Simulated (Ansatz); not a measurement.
Computed with Ansatz on PBE0-D4/def2-TZVP structures; ΔE is electronic, products minus reactants. CCSD(T)/CBS is the MP2 limit (def2-TZVPP, def2-QZVPP) plus CCSD(T) − MP2 in def2-TZVPP, frozen cores. Functionals use def2-TZVPP. B3LYP here is the variant with VWN-RPA as its local correlation; programs differ in this. Each species was taken in one conformer, which may not be the lowest.

Reaction (redistribution): `CO[SiH](O)O` + `[OH][AlH][CH2]O[SiH2]F` → `O[SiH](O)O[SiH2]F` + `CO[CH2][AlH][OH]`

Problem. Is it downhill or uphill in electronic energy at CCSD(T)/CBS, and by how much? (An estimate is asked.)

Solution. Computed: Downhill: ΔE = -31.8 kJ/mol.

Problem. What do these levels give: r2SCAN-D4, ωB97X-V, ωB97M-V, B2PLYP, PBE, PBE0, B3LYP, HF/def2-TZVPP, CCSD(T)/def2-TZVPP, MP2/def2-QZVPP, SCS-MP2/def2-QZVPP, HF/CBS(def2)? (Best estimate.)

Solution. The calculation gave: r2SCAN-D4 -31.8, ωB97X-V -29.1, ωB97M-V -29.5, B2PLYP -30.9, PBE -29.0, PBE0 -31.0, B3LYP -30.1, HF/def2-TZVPP -33.9, CCSD(T)/def2-TZVPP -31.9, MP2/def2-QZVPP -32.7, SCS-MP2/def2-QZVPP -32.1, HF/CBS(def2) -34.7 kJ/mol.

Largest T1 diagnostic among the species: 0.013.
